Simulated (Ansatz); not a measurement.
A search over several starts for the lowest SCF solution of mer-[FeF3(NH3)3]- (FeN₃F₃H₉⁻) at the given spin, in a small basis.

```yaml
crystal:
  periodic: [false, false, false]
  atoms:
    - {symbol: Fe, position_ang: [0.198642, 0.001521, -0.466102]}
    - {symbol: F, position_ang: [-0.177932, -0.003290, 1.613458]}
    - {symbol: F, position_ang: [-0.072971, 0.003441, -2.360808]}
    - {symbol: F, position_ang: [2.291992, 0.010858, -0.209193]}
    - {symbol: N, position_ang: [-2.143950, -0.009893, -0.102037]}
    - {symbol: H, position_ang: [-2.679862, -0.842987, -0.318148]}
    - {symbol: H, position_ang: [-2.687199, 0.818998, -0.315983]}
    - {symbol: H, position_ang: [-1.798745, -0.009602, 0.869454]}
    - {symbol: N, position_ang: [0.722567, 2.178885, 0.052811]}
    - {symbol: H, position_ang: [0.660008, 3.061936, -0.441599]}
    - {symbol: H, position_ang: [1.674963, 1.790216, 0.021336]}
    - {symbol: H, position_ang: [0.435238, 2.267077, 1.023528]}
    - {symbol: N, position_ang: [0.742423, -2.172340, 0.047250]}
    - {symbol: H, position_ang: [0.687021, -3.055536, -0.447726]}
    - {symbol: H, position_ang: [0.456335, -2.263490, 1.018033]}
    - {symbol: H, position_ang: [1.691461, -1.775786, 0.015724]}
basis:
  gaussian: {orbitals: def2-SVP, initial_orbitals: start.molden}
total_charge: -1
magnetization: {spin_polarized: true, initial_magnetization: 4}
hamiltonian: {xc: pbe, dispersion: d4}
output: {orbitals: {seedname: orbitals}}
```

The file start.molden holds the orbitals of an earlier run on this structure, at another level or in another basis.

```sh
$ ansatz run in.yaml --threads 4 --pin off --events-out ev --progress --plain --max-ram 8704MiB
```

Shortened log:

```
Functional definition: PBE
1862 factors; their error is unknown
mean field evaluation 1: about -47124.4374 eV, gradient 1.2e1 eV
mean field evaluation 2: about -47125.3134 eV, gradient 9.3e-1 eV
mean field evaluation 4: about -47125.2336 eV, gradient 1.7e-1 eV
mean field evaluation 8: about -47125.2337 eV, gradient 1.6e-5 eV
mean field evaluation 16: about -47125.3203 eV, gradient 3.8e-1 eV
mean field evaluation 32: about -47125.2337 eV, gradient 3.0e-5 eV
mean field evaluation 64: about -47125.1168 eV, gradient 8.0e-1 eV
mean field evaluation 96: about -47124.8223 eV, gradient 2.0e0 eV
mean field -47125.23366958 eV, -1731.8203947265 hartree, gradient 1.6e-5 eV, S^2 6.003839; 11 other end points of the search recorded, 0 dependent functions left out
reference -47125.23374748 eV, -1731.8203975891 hartree; 44, 40 occupied and 116, 120 virtual orbitals, 1862 factors
Total energy: -47125.57251961 eV, -1731.8328472352 hartree
```

Run time 29 s (4 threads of Arm Neoverse N1 on a shared host).

The highest occupied level of the charge -1 quintet lies above zero (up to 3.66 eV). The electron is either unbound and held by the finite basis, or the level is raised by self-interaction error. The name describes the singlet; other states may take another shape.
